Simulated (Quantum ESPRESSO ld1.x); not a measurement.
Species: Er58+. Configuration: [He] 2p6 3s2 (not the ground configuration). All-electron calculation, Dirac Kohn-Sham, Wu-Cohen GGA, spin-unpolarised, spherical densities, point nucleus. Program: ld1.x of Quantum ESPRESSO 7.5.

Spin-orbit splittings of the eigenvalues, e(l+1/2) - e(l-1/2), with zeta = 2 splitting/(2l+1) and mean radii in bohr:

shell  occ.  splitting (eV)  zeta (eV)  <r> j=l-1/2  <r> j=l+1/2
2p        6           971.8      647.9      0.06953      0.07637
3p        0           267.5      178.3       0.1871       0.1970
3d        0           67.58      27.03       0.1678       0.1710
4f        0           12.25      3.500       0.2993       0.3013
